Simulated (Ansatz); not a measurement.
Molecule: C₂H₇OSi, charge 0, multiplicity 2. It need not be the lowest isomer of its formula. 
Structure (B3LYP-D3(BJ)/def2-TZVP (Ansatz, an electronic-structure program) minimum search):
SMILES: C[Si](C)O
```xyz
11

Si     0.4203     0.0561    -0.0496
C     -0.2707    -1.2676    -1.2024
C     -0.5486     1.6542    -0.2055
O      0.2387    -0.4004     1.5440
H     -0.1879    -0.9503    -2.2440
H     -1.3283    -1.4411    -0.9778
H      0.2605    -2.2154    -1.0988
H     -1.5978     1.4773     0.0516
H     -0.5040     2.0373    -1.2266
H     -0.1584     2.4197     0.4660
H      0.6385    -1.2293     1.8192
```
Charge 0, spin multiplicity 2.

Basis-set convergence of Hartree-Fock and CCSD(T) correlation energies (hartree) with Ansatz. Correlated levels leave the core frozen unless marked. Open shells are spin-unrestricted. No spin-orbit coupling. Non-relativistic.

```json
[
 {"basis": "cc-pV(D+d)Z", "functions": "100", "E(HF)": "-443.64112", "E(corr, CCSD(T))": "-0.62544"},
 {"basis": "cc-pV(T+d)Z", "functions": "227", "E(HF)": "-443.71335", "E(corr, CCSD(T))": "-0.76980"},
 {"basis": "cc-pV(Q+d)Z", "functions": "439", "E(HF)": "-443.72883", "E(corr, CCSD(T))": "-0.81527"}
]
```

Extrapolating the two largest sets (X = 3 and 4) as X^-3: E(corr) = (64·(-0.81527) - 27·(-0.76980))/37 = -0.8485 Eh, an estimate of the basis-set limit. The largest set recovers 96.1 % of it, the smallest 73.7 %.
